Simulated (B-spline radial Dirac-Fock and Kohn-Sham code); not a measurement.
## The Tc-like isoelectronic sequence (43 electrons), Z = 62 to 72

Model: Dirac-Fock energy differences between relaxed states, corrected for Breit and QED terms. Program: a radial atomic solver. Binding energies in eV, tabulated ground configurations ([Kr] 4d7 throughout). Electron correlation is not included.

```tsv
ion	1s	2p1/2	2p3/2	4p1/2	outermost level	NIST ionisation energy
Sm¹⁹⁺	47344.7	7824.8	7229.1	740.2	583.7 (4d)	581 ± 4
Eu²⁰⁺	49077.7	8179.3	7539.0	796.7	632.6 (4d)	630 ± 4
Gd²¹⁺	50848.1	8543.5	7855.9	855.2	683.2 (4d)	680 ± 4
Tb²²⁺	52656.8	8917.5	8179.9	915.7	735.6 (4d)	732 ± 4
Dy²³⁺	54503.0	9301.5	8510.9	978.3	789.8 (4d)	786 ± 4
Ho²⁴⁺	56388.7	9695.5	8848.9	1042.9	845.7 (4d)	842 ± 4
Er²⁵⁺	58313.5	10099.8	9193.9	1109.6	903.3 (4d)	899 ± 4
Tm²⁶⁺	60278.5	10514.4	9546.0	1178.4	962.8 (4d)	958 ± 4
Yb²⁷⁺	?	?	?	?	?	?
Lu²⁸⁺	64329.2	11375.4	10271.4	1322.3	1086.9 (4d)	1081 ± 4
Hf²⁹⁺	66417.2	11822.2	10644.7	1397.4	1151.6 (4d)	1146 ± 4
```

Task: Fill in the row of Yb²⁷⁺.

Result: 1s 62283.3, 2p1/2 10939.6, 2p3/2 9905.2, 4p1/2 1249.3, outermost 1024.0 (4d), NIST 1019 ± 4 eV.

NIST's values are for the lowest levels; a dash marks a value that is missing or belongs to another shell. Their kind here: theoretical. Where a p, d or f shell is open in either ion the computed value averages over both j values and all terms, while the table refers to the lowest levels; that difference holds spin-orbit splitting (largest in heavy or highly charged ions), term energies where several electrons share open shells, and correlation, and it can reach 10 % or more.
